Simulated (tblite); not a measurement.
C7H13NOSi.
Bonds: C1–C2, C2–C3, C2–N4, N4–Si5, Si5–C6, C6–C7 (aromatic), C7–C8 (aromatic), C8–C9 (aromatic), C9–O10 (aromatic), C6–O10 (aromatic). Hydrogens: H11, H12, H13 on C1; H14 on C2; H15, H16, H17 on C3; H18 on N4; H19, H20 on Si5; H21 on C7; H22 on C8; H23 on C9.

Computed with GFN2-xTB (tblite), gas phase: L-BFGS steps from a force-field or distance-geometry start until the largest atomic force falls under 0.01 eV/Å.

The end geometry, which sets the zero of energy:
```
atom  x, y, z in Å
C1     -2.5373    0.6438   -0.6567
C2     -1.4861   -0.1930    0.0750
C3     -2.0947   -1.4896    0.6072
N4     -0.8835    0.5447    1.1654
Si5     0.5385    1.4949    1.0552
C6      1.7831    0.4499    0.1217
C7      2.5332    0.6746   -1.0012
C8      3.2968   -0.4924   -1.2262
C9      2.9602   -1.3481   -0.2222
O10     2.0544   -0.7907    0.5911
H11    -3.3453    0.9098    0.0230
H12    -2.0883    1.5589   -1.0355
H13    -2.9554    0.0864   -1.4909
H14    -0.6818   -0.4402   -0.6257
H15    -2.4841   -2.0908   -0.2104
H16    -1.3371   -2.0626    1.1354
H17    -2.9081   -1.2704    1.2966
H18    -1.5682    0.7837    1.8676
H19     0.4463    2.7656    0.3119
H20     0.9372    1.7392    2.4420
H21     2.5338    1.5688   -1.5910
H22     3.9944   -0.6727   -2.0187
H23     3.2874   -2.3428    0.0105
```

Task: These geometries come from the run, each turned onto the end geometry. Order them by energy, lowest first.
A.
```
atom  x, y, z in Å
C1     -2.6122    0.7627   -0.5847
C2     -1.6598   -0.2529    0.0547
C3     -2.4653   -1.4089    0.6614
N4     -0.8484    0.3505    1.1121
Si5     0.4687    1.4457    0.8756
C6      1.8862    0.4781    0.0612
C7      2.7111    0.7397   -0.9888
C8      3.5890   -0.3706   -1.1148
C9      3.2258   -1.2371   -0.1277
O10     2.2035   -0.7397    0.5887
H11    -3.2639    1.2152    0.1608
H12    -2.0696    1.5550   -1.0938
H13    -3.2506    0.2714   -1.3174
H14    -1.0048   -0.6755   -0.7268
H15    -3.0764   -1.8833   -0.1063
H16    -1.8076   -2.1677    1.0955
H17    -3.1317   -1.0541    1.4485
H18    -0.4674   -0.3901    1.6859
H19     0.0227    2.5383    0.0055
H20     0.8768    1.9382    2.2039
H21     2.7019    1.6309   -1.6081
H22     4.3700   -0.5105   -1.8478
H23     3.5973   -2.2083    0.1864
```
B.
```
atom  x, y, z in Å
C1     -2.6071    0.7081   -0.5787
C2     -1.6496   -0.2869    0.0853
C3     -2.4282   -1.4680    0.6669
N4     -0.8608    0.3438    1.1244
Si5     0.5178    1.3374    0.8777
C6      1.8725    0.3844    0.0066
C7      2.7060    0.7116   -1.0299
C8      3.6256   -0.3512   -1.1674
C9      3.2877   -1.2525   -0.2038
O10     2.2409   -0.8172    0.5072
H11    -3.2922    1.1180    0.1630
H12    -2.0438    1.5277   -1.0192
H13    -3.1862    0.2146   -1.3562
H14    -0.9449   -0.6585   -0.6686
H15    -2.9741   -1.9818   -0.1212
H16    -1.7444   -2.1713    1.1353
H17    -3.1439   -1.1249    1.4142
H18    -1.4410    0.5862    1.9176
H19     0.3250    2.5520    0.0652
H20     0.9479    1.6791    2.2332
H21     2.6631    1.6085   -1.6152
H22     4.4242   -0.4276   -1.8773
H23     3.7006   -2.2046    0.0649
```
C.
```
atom  x, y, z in Å
C1     -2.5795    0.6661   -0.6343
C2     -1.5469   -0.2182    0.0674
C3     -2.2032   -1.4781    0.6304
N4     -0.8782    0.4859    1.1418
Si5     0.5343    1.4467    1.0002
C6      1.7916    0.4244    0.0524
C7      2.5893    0.6759   -1.0318
C8      3.4275   -0.4492   -1.2040
C9      3.0757   -1.3159   -0.2140
O10     2.0977   -0.8010    0.5421
H11    -3.3442    0.9814    0.0729
H12    -2.1007    1.5529   -1.0409
H13    -3.0580    0.1244   -1.4459
H14    -0.7758   -0.5010   -0.6579
H15    -2.6139   -2.0895   -0.1688
H16    -1.4628   -2.0613    1.1717
H17    -3.0069   -1.2106    1.3157
H18    -1.5214    0.7098    1.8862
H19     0.4193    2.7364    0.2918
H20     0.9589    1.6686    2.3865
H21     2.5749    1.5625   -1.6314
H22     4.1841   -0.5897   -1.9516
H23     3.4338   -2.2937    0.0457
```
D.
```
atom  x, y, z in Å
C1     -2.5780    0.7573   -0.5695
C2     -1.6674   -0.2926    0.0663
C3     -2.4850   -1.4350    0.6584
N4     -0.8622    0.3389    1.0995
Si5     0.4596    1.3973    0.8259
C6      1.9144    0.5041    0.0185
C7      2.7619    0.7477   -1.0293
C8      3.6267   -0.3654   -1.1311
C9      3.2528   -1.2142   -0.1355
O10     2.2311   -0.7008    0.5618
H11    -3.1905    1.2210    0.2000
H12    -1.9761    1.5313   -1.0367
H13    -3.2212    0.3002   -1.3179
H14    -1.0161   -0.7106   -0.7171
H15    -3.1011   -1.8898   -0.1131
H16    -1.8302   -2.1998    1.0713
H17    -3.1352   -1.0670    1.4490
H18    -0.8554   -0.1871    1.9600
H19     0.0550    2.4978   -0.0515
H20     0.8235    1.8708    2.1616
H21     2.7668    1.6240   -1.6452
H22     4.3999   -0.5217   -1.8552
H23     3.6221   -2.1796    0.1540
```
E.
```
atom  x, y, z in Å
C1     -2.6068    0.7237   -0.5813
C2     -1.6618   -0.2813    0.0820
C3     -2.4651   -1.4319    0.6747
N4     -0.8587    0.3275    1.1185
Si5     0.5083    1.3189    0.8527
C6      1.8643    0.3370    0.0127
C7      2.7037    0.7056   -1.0039
C8      3.6623   -0.3188   -1.1427
C9      3.3441   -1.2451   -0.1968
O10     2.2685   -0.8591    0.5030
H11    -3.2672    1.1536    0.1688
H12    -2.0454    1.5243   -1.0531
H13    -3.2102    0.2327   -1.3400
H14    -0.9708   -0.6742   -0.6725
H15    -3.0576   -1.9101   -0.0991
H16    -1.8010   -2.1705    1.1135
H17    -3.1345   -1.0544    1.4464
H18    -1.3623    0.4169    1.9897
H19     0.2698    2.4553   -0.0540
H20     0.9264    1.7229    2.1955
H21     2.6438    1.6001   -1.5887
H22     4.4686   -0.3498   -1.8467
H23     3.7767   -2.1961    0.0453
```

Result: C (0.009 eV), B (0.031 eV), E (0.061 eV), D (0.143 eV), A (0.271 eV).

In the order of the answer:

```json
{"step": "99", "E above end (eV)": "0.009", "largest force (eV/Å)": "0.07", "rms force component (eV/Å)": "0.022", "rms distance from end (Å)": "0.106", "rms bond change (Å)": "0.001", "bond most changed (Å)": "Si5–H20 +0.003"}
{"step": "77", "E above end (eV)": "0.031", "largest force (eV/Å)": "0.07", "rms force component (eV/Å)": "0.024", "rms distance from end (Å)": "0.304", "rms bond change (Å)": "0.001", "bond most changed (Å)": "N4–Si5 +0.003"}
{"step": "53", "E above end (eV)": "0.061", "largest force (eV/Å)": "0.15", "rms force component (eV/Å)": "0.040", "rms distance from end (Å)": "0.360", "rms bond change (Å)": "0.002", "bond most changed (Å)": "C2–C3 -0.005"}
{"step": "30", "E above end (eV)": "0.143", "largest force (eV/Å)": "0.07", "rms force component (eV/Å)": "0.026", "rms distance from end (Å)": "0.437", "rms bond change (Å)": "0.004", "bond most changed (Å)": "Si5–C6 +0.014"}
{"step": "1", "E above end (eV)": "0.271", "largest force (eV/Å)": "0.64", "rms force component (eV/Å)": "0.167", "rms distance from end (Å)": "0.475", "rms bond change (Å)": "0.010", "bond most changed (Å)": "Si5–C6 +0.025"}
```

The cost below is that of the whole relaxation. The run took 1.5 s on one thread of an Arm Neoverse V1, on a shared host.
